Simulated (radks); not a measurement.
Spin polarisation of the 4d2 shell in Nb3+. Start: [Kr] 4d(up 1, down 1); electrons of 4d are moved from spin down to spin up, other shells keep equal spins. Method: scalar-relativistic Kohn-Sham, PBE, spin-polarised, spherical densities, point nucleus; computed with a radial shooting solver on a logarithmic mesh with Libxc functionals.

[
 {"moment (Bohr magnetons)": "0", "E - E(0) (eV)": "0.000", "e(4d up) (eV)": "-30.596", "e(4d down) (eV)": "-30.596", "4p down minus up (eV)": "0.000"},
 {"moment (Bohr magnetons)": "0.5", "E - E(0) (eV)": "-0.053", "e(4d up) (eV)": "-30.801", "e(4d down) (eV)": "-30.376", "4p down minus up (eV)": "0.391"},
 {"moment (Bohr magnetons)": "1", "E - E(0) (eV)": "-0.213", "e(4d up) (eV)": "-30.994", "e(4d down) (eV)": "-30.140", "4p down minus up (eV)": "0.784"},
 {"moment (Bohr magnetons)": "1.5", "E - E(0) (eV)": "-0.480", "e(4d up) (eV)": "-31.174", "e(4d down) (eV)": "-29.887", "4p down minus up (eV)": "1.178"},
 {"moment (Bohr magnetons)": "2", "E - E(0) (eV)": "-0.858", "e(4d up) (eV)": "-31.342", "e(4d down) (eV)": "-29.601", "4p down minus up (eV)": "1.576"}
]

At moment 2 the spin-polarisation energy is -0.858 eV and the 4d exchange splitting 1.740 eV, that is 0.870 eV per Bohr magneton; E = -I m^2/4 would give I = 0.858 eV.
